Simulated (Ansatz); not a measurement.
Total energies of `[OH][In-]([OH])([OH])[SeH2+]`.

Z-matrix (Å, degrees):
```
In
O 1 2.000
O 1 1.987 2 119.8
O 1 1.995 2 117.5 3 -159.5
Se 1 2.892 2 90.8 3 106.3
H 2 0.960 1 111.7 3 140.7
H 3 0.960 1 111.6 2 -1.4
H 4 0.960 1 112.1 2 151.4
H 5 1.470 1 86.4 2 97.1
H 5 1.470 1 86.0 2 5.2
```

The species carries charge 0 and has multiplicity 1. Correlated methods include outer-core shells of In, Se, which these sets cover unevenly. Scalar relativity is left out up to krypton. In takes the def2 core potential. Geometry: relaxed with PBE0-D4/def2-TZVP. It is one conformer, not always the lowest. Basis def2-TZVPP, the Gaussian-basis code of Ansatz.

RPA on PBE orbitals: Hartree–Fock energy of these orbitals -2816.61880 Eh, correlation -1.96823 Eh (frozen core).

| functional | energy without D4 (Eh) | D4 term (kJ/mol) |
| --- | --- | --- |
| LDA (SPW92) | -2815.15660 | – |
| PBE | -2819.93310 | -21.1 |
| r2SCAN | -2820.48343 | -5.3 |
| B97M-V | -2820.02352 | – |
| B3LYP | -2820.63623 | -34.0 |
| r2SCANh | -2820.44930 | -5.7 |
| r2SCAN0 | -2820.40033 | -6.4 |
| BHLYP | -2820.31744 | -30.5 |
| CAM-B3LYP | -2820.56314 | -19.1 |
| LC-ωPBE | -2820.10837 | – |
| ωB97X-V | -2820.21178 | – |
| ωB97M-V | -2820.27162 | – |
| B2PLYP | -2819.79626 | – |
| PBE-QIDH | -2819.45618 | – |

Q: Give the same for revPBE, BLYP, PBE0, HSE06 (plane-wave form). (Estimate.)

A: Ansatz gave: 
```tsv
functional	energy without D4 (Eh)	D4 term (kJ/mol)
revPBE	-2820.30721	-50.5
BLYP	-2820.48622	-43.6
PBE0	-2820.00167	-18.3
HSE06 (plane-wave form)	-2819.99310	-17.4
```

B3LYP takes the VWN-RPA correlation (the form of Gaussian; ORCA's B3LYP/G). HSE06 is the plane-wave form, built on full-range PBE exchange. The double hybrids freeze the cores in their second-order part.

LC-ωPBE has ω = 0.4 bohr⁻¹.
